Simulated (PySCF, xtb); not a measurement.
acetonitrile (C2H3N), SMILES CC#N.

The structure is a stationary point at B3LYP-D3(BJ)/def2-TZVP.

Method: C-PCM-PBE0/def2-SVP run with PySCF.

The values are the electrostatic part of the solvation free energy, E(continuum) − E(gas) at the gas-phase geometry, in a cavity of scaled van der Waals radii (PySCF's table); cavitation and dispersion terms are not included. In vacuum the orbital gap is 10.60 eV. The dipole moment in vacuum is 3.82 D.

```tsv
solvent	ε	ΔG(elec) (kcal/mol)	dipole (D)	gap (eV)
water	78.36	-6.3	4.82	10.72
methanol	32.61	-6.2	4.79	10.72
tetrahydrofuran	7.43	-5.4	4.67	10.71
```

For comparison, GFN2-xTB/ALPB(water) (xtb, at the GFN2-xTB geometry, all terms of that model) gives -6.3 kcal/mol.
